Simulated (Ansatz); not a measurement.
Li11F11⁻ (started as a model of: (LiF)11 cage of four- and six-membered rings). Total charge -1; doublet. Geometry r2SCAN-D4/def2-SVP; atoms count from 1.

| atom | x (Å) | y (Å) | z (Å) |
| --- | --- | --- | --- |
| Li1 | -0.417 | -0.550 | 3.147 |
| F2 | 0.739 | -1.406 | 2.079 |
| Li3 | -0.719 | -2.088 | 1.279 |
| F4 | -1.910 | -1.337 | 2.373 |
| Li5 | -2.297 | 0.312 | 1.841 |
| F6 | -0.901 | 1.125 | 2.641 |
| Li7 | 0.256 | 1.907 | 1.573 |
| F8 | 1.802 | 1.196 | 1.005 |
| Li9 | 1.955 | -0.594 | 1.061 |
| F10 | 2.167 | -1.365 | -0.532 |
| Li11 | 0.717 | -2.047 | -1.345 |
| F12 | -0.873 | -1.997 | -0.509 |
| Li13 | -1.872 | -0.610 | -1.034 |
| F14 | -2.546 | 0.611 | 0.121 |
| Li15 | -1.533 | 1.781 | -0.811 |
| F16 | -0.178 | 2.609 | -0.057 |
| Li17 | 1.437 | 1.941 | -0.586 |
| F18 | -1.279 | 0.648 | -2.194 |
| Li19 | 2.433 | -0.469 | -2.059 |
| F20 | 0.987 | -1.254 | -2.919 |
| Li21 | 0.308 | 0.387 | -2.919 |
| F22 | 1.724 | 1.201 | -2.154 |

The highest occupied level of the relaxed charge -1 doublet lies above zero (up to 1.09 eV). By energy differences, losing it releases 0.39 eV (each at its own geometry, to the charge 0 singlet, at PBE0-D4/def2-SVP).

Question: Estimate the Mulliken populations from the PBE0/def2-SVP orbitals of Ansatz.

Answer: 
```csv
atom,charge (e),spin (α − β)
Li1,-0.11,0.70
F2,-0.58,0.00
Li3,0.65,-0.07
F4,-0.59,0.00
Li5,0.74,-0.16
F6,-0.58,0.00
Li7,0.57,0.00
F8,-0.58,0.00
Li9,0.71,-0.10
F10,-0.58,0.00
Li11,0.65,-0.07
F12,-0.58,0.00
Li13,0.51,0.09
F14,-0.58,0.00
Li15,0.50,0.07
F16,-0.58,0.00
Li17,0.57,0.00
F18,-0.58,0.00
Li19,-0.11,0.70
F20,-0.59,0.00
Li21,0.74,-0.16
F22,-0.58,0.00
```
Mulliken values and Mayer orders depend strongly on the basis.

Question: Where does the spin sit?

Answer: Summed by element: Li 1.01, F -0.01, of 1 unpaired in all. Largest on single atoms: Li1 0.70, Li19 0.70, Li5 -0.16.

Question: And the Mayer bond orders between bonded heavy atoms (over 0.3)?

Answer: Li5–F14 0.31 (1.76 Å); F6–Li7 0.31 (1.76 Å); Li15–F16 0.34 (1.76 Å); Li17–F22 0.31 (1.76 Å); F18–Li21 0.31 (1.76 Å). Values over 0.3 also appear between atoms too far apart for a bond (Li1–Li19 0.97 at 5.94 Å); they arise where an orbital or an unpaired electron spreads over both atoms.
